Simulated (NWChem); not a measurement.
System: C₂H₅NOSi; SMILES C#C[Si@H](N)O

Here is an NWChem input.

```
start job
memory heap 200 mb stack 900 mb global 1100 mb
geometry units angstroms noautosym nocenter noautoz
  C      0.064957     2.538450     0.146008
  C      0.062316     1.338421    -0.059537
  Si     0.083755    -0.476528    -0.383543
  N     -1.425764    -1.038625     0.210632
  O      1.375126    -1.217312     0.353695
  H      0.069689     3.599338     0.324594
  H      0.338839    -0.729392    -1.823907
  H     -2.154211    -0.387660     0.475497
  H     -1.787696    -1.960672     0.000454
  H      1.364093    -1.199870     1.316015
end
basis spherical
  * library def2-svp
end
dft
  xc pbe0
  iterations 150
end
cosmo
  do_cosmo_smd true
  solvent water
end
task dft energy
```

Coordinates come from a PBE0/def2-SVP optimisation. Solvent: water.

Level: PBE0/def2-SVP with SMD (1 M gas to 1 M solution), gas-phase geometry. Reactions with the solvent are ignored.

**Question.** Give the results of this calculation. (PBE0/def2-SVP, SMD on the gas-phase geometry.) Quantities: solvation free energy (kcal/mol); cavity-dispersion-structure term (kcal/mol); dipole in solution (D).

**Answer.** 
```
Property                                     Value
-------------------------------------------  -----
solvation free energy (kcal/mol)              -5.1
cavity-dispersion-structure term (kcal/mol)    5.7
dipole in solution (D)                        3.06
```
